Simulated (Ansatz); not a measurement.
Consider the hydrogenolysis of a C–S bond: `BSC(=C)Cl` + H₂ → `C=CCl` + `BS`.

Computed with Ansatz on PBE0-D4/def2-TZVP structures; ΔE is electronic, products minus reactants. CCSD(T)/CBS is the MP2 limit (def2-TZVPP, def2-QZVPP) plus CCSD(T) − MP2 in def2-TZVPP, frozen cores. This one scheme is used for every species. DFT in def2-TZVPP. B3LYP here is the variant with VWN-RPA as its local correlation; programs differ in this. HSE06 is defined as in plane-wave codes. One conformer a species, not always the lowest.

| level | ΔE (kJ/mol) | difference from CCSD(T)/CBS |
| --- | --- | --- |
| LDA (SPW92) | -48.1 | 16.2 |
| r2SCAN-D4 | -58.4 | 5.9 |
| r2SCANh-D4 | -61.3 | 3.0 |
| HSE06-D4 | -62.0 | 2.3 |
| BHLYP-D4 | -73.3 | -9.0 |
| CAM-B3LYP-D4 | -71.3 | -7.0 |
| ωB97M-V | -68.0 | -3.7 |
| B2PLYP | -71.1 | -6.8 |
| PBE-QIDH | -66.7 | -2.4 |
| PBE | -62.0 | 2.3 |
| B3LYP | -78.6 | -14.3 |
| LC-ωPBE | -76.0 | -11.7 |
| HF/def2-TZVPP | -105.8 | -41.5 |
| HF/def2-QZVPP | -105.8 | -41.5 |
| HF/CBS(def2) | -105.8 | -41.5 |
| MP2/CBS(def2) | -52.0 | 12.3 |
| CCSD(T)/CBS | -64.3 | 0 |

Largest T1 diagnostic among the species: 0.015.

Leaving LDA and LC-ωPBE aside and taking each functional with its dispersion term where it has one, the values, not all of them listed here, spread over 27.5 kJ/mol, from BHLYP-D4 to revPBE-D4. LDA lies +13.9 kJ/mol from PBE without D4. At CCSD(T), def2-SVP lies −12.3 kJ/mol from the extrapolated value and def2-TZVPP −4.4 kJ/mol.
